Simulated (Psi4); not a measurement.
zinc atom (Zn), singlet. Base run: PBE0/3-21G run with Psi4.

The Psi4 input:
```
memory 2 GB

molecule {
0 1
Zn    0.00000000    0.00000000    0.00000000
}

set {
  basis 3-21g
}

energy('pbe0')
print_variables()
```

The base run was repeated with changes; each row names its change, and settings that it needs were set with it.

```
change                        ΔE vs base (mEh)  SCF cycles  grid points  basis functions        outcome
----------------------------  ----------------  ----------  -----------  ---------------  -------------
base                                     0.000           8        21436               29      converged
dft_radial_points = 150                 -0.010           8        41978               29      converged
guess = core                             0.000           8        21436               29      converged
scf_type = dfdirj+cosx                     ___           9        21436               29      converged
d_convergence = 1e-10                    0.000          11        21436               29      converged
puream = true                              ___           9        21436              ___      converged
diis_max_vecs = 3                        0.000           8        21436               29      converged
basis_guess = sto-3g                         -           -            -               18  not converged
dft_spherical_points = 434               0.000           8        30736               29      converged
ints_tolerance = 1e-8                    0.000           8        21436               29      converged
df_basis_scf = cc-pvqz-jkfit                 -           -            -               29  input refused
dft_spherical_points = 974               0.000           8        68180               29      converged
guess = sapgau                           0.000           5        21436               29      converged
```

Question: Some entries are withheld; supply them.

Answer: 
- scf_type = dfdirj+cosx, ΔE vs base (mEh): -1.542
- puream = true, ΔE vs base (mEh): 179.7
- puream = true, basis functions: 27

- df_basis_scf = cc-pvqz-jkfit: ended with `psi4.driver.qcdb.exceptions.BasisSetNotFound: BasisSet::construct: Unable to find a basis set for atom 1 for key JKFIT among:`
